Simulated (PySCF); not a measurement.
Species: CH4N2OSi (charge +1 and doublet state).
Cartesian coordinates in Å at the GFN2-xTB level; atoms count from 1:
```xyz
9
CH4N2OSi angstrom
N      2.3074   -1.3067    1.0384
C      1.3359   -0.7719    0.8112
Si    -0.2944    0.1925    0.4142
N     -0.7167   -0.5532   -1.0650
O      0.0295    1.7319    0.4458
H     -1.1318   -0.1507    1.5586
H     -0.9041   -1.5423   -1.1638
H     -0.8474   -0.0678   -1.9433
H      0.2351    2.4742   -0.1213
```

The hyperfine couplings belong to this conformer and change with its torsions.

As a line formula: `N#C[Si@H]([NH2+])O` [radical] (charge +1).

Level of theory: UKS B3LYP, pcH-1 on C H N O Si, non-relativistic, mean-field spin-orbit, GIAO (PySCF). Geometry: GFN2-xTB, one conformer, isolated ion. Couplings are sensitive to structure, and on GFN2-xTB geometries they can be far from those on DFT ones, by a factor of two or more for some ions and for spin on atoms past the first row. Stability of the SCF solution: not tested.

Principal values of hyperfine tensors in MHz (contact, dipolar and spin–orbit terms together), for some of the nuclei:

```csv
atom,isotope,A1,A2,A3
H6,1H,212.72,214.41,223.50
Si3,29Si,68.48,71.32,74.10
H8,1H,-89.89,-59.03,-0.77
H7,1H,-87.70,-58.24,-0.26
N4,14N,-6.79,-6.44,95.69
N1,14N,2.66,3.38,27.24
H9,1H,-2.04,-1.89,2.75
O5,17O,-2.84,0.93,1.86
```

(1) Give the isotropic coupling of each nucleus in MHz and in mT (g = 2.0040), and the anisotropic part.

(2) What spin density at the nucleus of Si3 lies behind its contact coupling (g_N = -1.11058)?

(3) C2 (13C, g_N = 1.40482) isn't in the table. Its spin density at the nucleus is 0.03438 bohr⁻³. What is its contact coupling?

(4) Name the largest traceless tensor T of the table and describe it.

(5) What first-order splitting does H6 cause when the field lies along A1, A2 or A3 of its tensor (g taken as isotropic, no quadrupole term)?

Answers

(1) a_iso is a third of the trace, T = A − a_iso, and a(mT) = a(MHz)/(g × 13.996). The tensors hold a spin–orbit part: the run splits a_iso into a_FC + a_SO, and T includes its anisotropic share.

| atom | a_iso (MHz) | a_FC | a_SO | a_iso (mT) | T1 | T2 | T3 |
| --- | --- | --- | --- | --- | --- | --- | --- |
| H6 | 216.88 | 216.88 | 0.00 | 7.732 | -4.16 | -2.46 | 6.63 |
| Si3 | 71.30 | 71.42 | -0.12 | 2.542 | -2.82 | 0.02 | 2.80 |
| H8 | -49.90 | -49.95 | 0.06 | -1.779 | -40.00 | -9.13 | 49.13 |
| H7 | -48.73 | -48.79 | 0.05 | -1.737 | -38.96 | -9.51 | 48.47 |
| N4 | 27.49 | 27.46 | 0.02 | 0.980 | -34.28 | -33.93 | 68.21 |
| N1 | 11.09 | 11.03 | 0.07 | 0.396 | -8.44 | -7.71 | 16.15 |
| H9 | -0.39 | -0.40 | 0.01 | -0.014 | -1.64 | -1.50 | 3.14 |
| O5 | -0.01 | 0.02 | -0.04 | -0.001 | -2.82 | 0.95 | 1.88 |

(2) a_FC = (2μ0/3) gₑ μB g_N μN ρ(0)/(2S·h) = 800.24 MHz × g_N × ρ(0)/(2S), with ρ in bohr⁻³. With a_FC = 71.42 MHz and 2S = 1, ρ(0) = -0.08036 bohr⁻³. The nuclear moment is negative, so coupling and spin density have opposite signs.

(3) By the same relation, a_FC = 38.6 MHz. The spin–orbit term adds -0.14 MHz. Its full tensor has the principal values 21.14, 21.94, 72.43 MHz.

(4) N4: -34.3, -33.9, 68.2 MHz (the dipolar term alone has -34.2, -34.0, 68.2), axial, in the ratio −1:−1:+2, the form that spin in one p orbital centred on that nucleus gives.

(5) 2 lines (I = 1/2), spaced by |A_i|/(g × 13.996): 7.58, 7.64, 7.97 mT along the axes of A1, A2 and A3.

The run took 22 s of wall time (with the writing of density and orbital grids) on one thread, Arm Neoverse V2 (aarch64), shared host with 96 logical CPUs at a one-minute load of 64, and the process peaked at 0.60 GiB of memory.
